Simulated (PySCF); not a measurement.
## Gas-phase XPS of `C[SiH2]C=O`, computed

Species: C2H6OSi.
Atom-mapped SMILES: `[CH3:1][SiH2:2][CH:3]=[O:4]`

Structure used (PBE0-D3(BJ)/def2-SVP), in Å, numbered top down from 1:
```
atom  x, y, z in Å
C1     1.2307   -0.3190    0.0475
Si2   -0.2965    0.7587    0.0350
C3    -1.8370   -0.4050   -0.0613
O4    -1.7101   -1.6044   -0.1129
H5     2.1527    0.2790    0.0952
H6     1.2583   -0.9388   -0.8612
H7     1.2042   -0.9964    0.9141
H8    -0.4309    1.5939    1.2707
H9    -0.3487    1.6807   -1.1439
H10   -2.8699    0.0480   -0.0701
```

Level of theory: delta-SCF UKS SCAN, pcX-2 on the ionised atom, pcseg-1 elsewhere, spin-free X2C (PySCF 2.14.0). Each binding energy is the total energy of the core-ionised species, with the hole localised on one atom, minus that of the ground state; both are solved self-consistently, so orbital relaxation is included.

**Question.** List the computed XPS lines with their assignment.

**Answer.** 
| atom(s) | bonded to | level | binding energy (eV) | 2p1/2 (eV) | above the level's lowest (eV) | count |
| --- | --- | --- | --- | --- | --- | --- |
| C1 | 3 H and Si | C 1s | 290.51 | – | 0.00 | 1 |
| Si2 | 2 C and 2 H | Si 2p3/2 | 106.84 | 107.46 | 0.00 | 1 |
| Si2 | 2 C and 2 H | Si 1s | 1846.56 | – | 0.00 | 1 |
| C3 | O (double bond), H and Si | C 1s | 293.15 | – | +2.64 | 1 |
| O4 | C (double bond) | O 1s | 538.32 | – | 0.00 | 1 |

Lowest listed C 1s: C1, bonded to 3 H and Si. Highest, 2.64 eV above it: C3, bonded to O (double bond), H and Si. Summing the Pauling electronegativity differences to the bonded atoms, each weighted by its formal bond order, gives -1.70 for the lowest site and +0.78 for the highest.

**Question.** Which photon energy gives electrons from C 1s of C3 a kinetic energy of 50 eV, and what is their de Broglie wavelength?

**Answer.** hν = 293.15 + 50 = 343.15 eV, recoil neglected; λ = 12.264 Å/√(E/eV) = 1.73 Å.

The unrestricted hole states depart most from a pure doublet (⟨S²⟩ = 0.75; over 0.85 named) for C 1s of C3 (0.86), which makes this value less certain. For 2p shells one spin-free hole was relaxed; a mean-field spin–orbit operator and the ground-state splitting of the three 2p orbitals were then diagonalised within the shell. The shell's mean is (2 × 2p3/2 + 2p1/2)/3, and the degeneracies 2j + 1 give areas of 2:1. 2p1/2 minus 2p3/2 (ligand field included): Si 0.62 eV. Geometry: PBE0-D3(BJ)/def2-SVP, one conformer, isolated molecule.
